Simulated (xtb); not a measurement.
ethyl methyl carbonate (C₄H₈O₃), singlet, from a rough starting geometry; xtb with GFN2-xTB.

xtb was given this input:
```
$ xtb mol.xyz --gfn 2 --opt vtight --json

# file mol.xyz
15

C     -2.78530243    -0.37388945    -0.05101713
C     -1.50237067     0.36335207     0.30639278
O     -0.41722698    -0.44414378    -0.16709871
C      0.82404468     0.19571049     0.08262961
O      0.99037683     1.16929956     0.66040662
O      1.77592312    -0.61325765    -0.48422415
C      3.09727548    -0.18399052    -0.37823827
H     -2.82011378    -1.37020698     0.41844352
H     -3.69408354     0.19175478     0.34159590
H     -2.92136182    -0.53847381    -1.11484175
H     -1.46482301     1.39893008    -0.21444722
H     -1.40510911     0.45225330     1.36536180
H      3.81519594    -0.92225680    -0.72410083
H      3.24414540     0.80661208    -0.83006138
H      3.33826928    -0.12226028     0.71400723
```

Output, abridged:

```
   ID    Z sym.   atoms
    1    6 C      1, 2, 4, 7
    2    8 O      3, 5, 6
    3    1 H      8-15

           -------------------------------------------------
          |                Calculation Setup                |
           -------------------------------------------------

           -------------------------------------------------
          |                 G F N 2 - x T B                 |
           -------------------------------------------------

          ...................................................
          :                      SETUP                      :
          :.................................................:
          :  # basis functions                  36          :
          :  # atomic orbitals                  36          :
          :  # shells                           22          :
          :  # electrons                        42          :
          :  max. iterations                   250          :
          :  Hamiltonian                  GFN2-xTB          :
          :  restarted?                      false          :
          :  GBSA solvation                  false          :
          :  PC potential                    false          :
          :  electronic temp.          300.0000000     K    :
          :  accuracy                    1.0000000          :
          :  -> integral cutoff          0.2500000E+02      :
          :  -> integral neglect         0.1000000E-07      :
          :  -> SCF convergence          0.1000000E-05 Eh   :
          :  -> wf. convergence          0.1000000E-03 e    :
          :  Broyden damping             0.4000000          :
          :  net charge                          0          :
          :  unpaired electrons                  0          :
          ...................................................

 iter      E             dE          RMSdq      gap      omega  full diag
   1    -25.0158961 -0.250159E+02  0.477E+00    7.15       0.0  T
   2    -25.0726480 -0.567519E-01  0.244E+00    6.03       1.0  T
   3    -25.0738881 -0.124007E-02  0.117E+00    6.13       1.0  T
   4    -25.0754601 -0.157206E-02  0.148E-01    5.83       1.0  T
   5    -25.0755710 -0.110877E-03  0.748E-02    5.89       1.0  T
   6    -25.0755737 -0.274815E-05  0.170E-02    5.89       1.5  T
   7    -25.0755742 -0.456653E-06  0.666E-03    5.89       3.9  T
   8    -25.0755743 -0.682485E-07  0.226E-03    5.89      11.4  T
   9    -25.0755743 -0.580372E-08  0.641E-04    5.89      40.3  T
  10    -25.0755743 -0.109779E-08  0.126E-04    5.89     204.5  T

   *** convergence criteria satisfied after 10 iterations ***

         :::::::::::::::::::::::::::::::::::::::::::::::::::::
         ::                     SUMMARY                     ::
         :::::::::::::::::::::::::::::::::::::::::::::::::::::
         :: total energy             -24.848802583521 Eh    ::
         :: gradient norm              0.182800712992 Eh/a0 ::
         :: HOMO-LUMO gap              5.891524534474 eV    ::
         ::.................................................::
         :: SCC energy               -25.075595149153 Eh    ::
         :: -> isotropic ES            0.058779715555 Eh    ::
         :: -> anisotropic ES          0.002521223605 Eh    ::
         :: -> anisotropic XC          0.001395937591 Eh    ::
         :: -> dispersion             -0.007509764401 Eh    ::
         :: repulsion energy           0.226792565632 Eh    ::
         :: add. restraining           0.000000000000 Eh    ::
         :: total charge              -0.000000000000 e     ::
         :::::::::::::::::::::::::::::::::::::::::::::::::::::

      -----------------------------------------------------------
     |                   =====================                   |
     |                        A N C O P T                        |
     |                   =====================                   |
     |               Approximate Normal Coordinate               |
[...]
 * total energy  :   -24.8488026 Eh     change       -0.3123191E-10 Eh
 * total energy  :   -24.8644499 Eh     change       -0.1564733E-01 Eh
 * total energy  :   -24.8675857 Eh     change       -0.3135810E-02 Eh
 * total energy  :   -24.8677840 Eh     change       -0.1982475E-03 Eh
 * total energy  :   -24.8678456 Eh     change       -0.6164800E-04 Eh
 * total energy  :   -24.8678571 Eh     change       -0.1152069E-04 Eh
 * total energy  :   -24.8678628 Eh     change       -0.5698244E-05 Eh
 * total energy  :   -24.8678640 Eh     change       -0.1118402E-05 Eh
 * total energy  :   -24.8678642 Eh     change       -0.2466529E-06 Eh
 * total energy  :   -24.8678644 Eh     change       -0.1568966E-06 Eh
 * total energy  :   -24.8678645 Eh     change       -0.9780527E-07 Eh
   *** GEOMETRY OPTIMIZATION CONVERGED AFTER 11 ITERATIONS ***
         :: total energy             -24.867864453299 Eh    ::
[...]
        30                          0.1723123               4.6889
        31                          0.1893704               5.1530
        32                          0.2317698               6.3068
       ...                                ...                  ...
        36                          0.6868427              18.6899
      -------------------------------------------------------------
                  HL-Gap            0.2303075 Eh            6.2670 eV
             Fermi-level           -0.3256360 Eh           -8.8610 eV

     #   Z          covCN         q      C6AA      α(0)
     1   6 C        3.751    -0.118    22.813     6.811
     2   6 C        3.707     0.084    19.320     6.283
     3   8 O        1.704    -0.267    18.435     5.797
     4   6 C        2.639     0.482    19.005     7.132
     5   8 O        0.856    -0.453    22.760     6.396
     6   8 O        1.704    -0.264    18.371     5.787
     7   6 C        3.662     0.030    20.337     6.470
     8   1 H        0.925     0.063     2.160     2.298
     9   1 H        0.925     0.057     2.238     2.339
    10   1 H        0.925     0.063     2.159     2.298
    11   1 H        0.924     0.055     2.265     2.353
    12   1 H        0.924     0.055     2.263     2.352
    13   1 H        0.925     0.079     1.993     2.208
    14   1 H        0.924     0.067     2.124     2.279
    15   1 H        0.924     0.067     2.117     2.276

 Mol. C6AA /au·bohr⁶  :       1851.390800
 Mol. C8AA /au·bohr⁸  :      38952.358235
 Mol. α(0) /au        :         63.079203

Wiberg/Mayer (AO) data.
largest (>0.10) Wiberg bond orders for each atom

 ---------------------------------------------------------------------------
     #   Z sym  total        # sym  WBO       # sym  WBO       # sym  WBO
 ---------------------------------------------------------------------------
     1   6 C    3.989 --     2 C    1.020     8 H    0.985    10 H    0.985
                             9 H    0.983
     2   6 C    3.916 --     1 C    1.020    12 H    0.970    11 H    0.970
                             3 O    0.930
     3   8 O    2.283 --     4 C    1.112     2 C    0.930     5 O    0.150
     4   6 C    3.927 --     5 O    1.674     3 O    1.112     6 O    1.098
     5   8 O    1.994 --     4 C    1.674     3 O    0.150     6 O    0.147
     6   8 O    2.279 --     4 C    1.098     7 C    0.954     5 O    0.147
     7   6 C    3.915 --    13 H    0.981    14 H    0.978    15 H    0.978
                             6 O    0.954
     8   1 H    0.996 --     1 C    0.985
     9   1 H    0.996 --     1 C    0.983
    10   1 H    0.996 --     1 C    0.985
    11   1 H    0.997 --     2 C    0.970
    12   1 H    0.997 --     2 C    0.970
    13   1 H    0.993 --     7 C    0.981
    14   1 H    0.996 --     7 C    0.978
    15   1 H    0.995 --     7 C    0.978
 ---------------------------------------------------------------------------

Topologies differ in total number of bonds
Writing topology from bond orders to xtbtopo.mol

molecular dipole:
                 x           y           z       tot (Debye)
 q only:       -0.234      -0.305      -0.160
   full:       -0.181      -0.270      -0.144       0.904
molecular quadrupole (traceless):
                xx          xy          yy          xz          yz          zz
 q only:       11.532      -2.142      -7.115      -2.204      -2.043      -4.417
  q+dip:        8.370      -2.794      -6.605      -2.138      -3.866      -1.765
   full:        9.467      -2.746      -7.172      -2.217      -3.904      -2.296

optimized geometry written to: xtbopt.xyz

           -------------------------------------------------
          | TOTAL ENERGY              -24.867864453299 Eh   |
          | GRADIENT NORM               0.000092372250 Eh/α |
          | HOMO-LUMO GAP               6.266987330953 eV   |
           -------------------------------------------------

normal termination of xtb
```
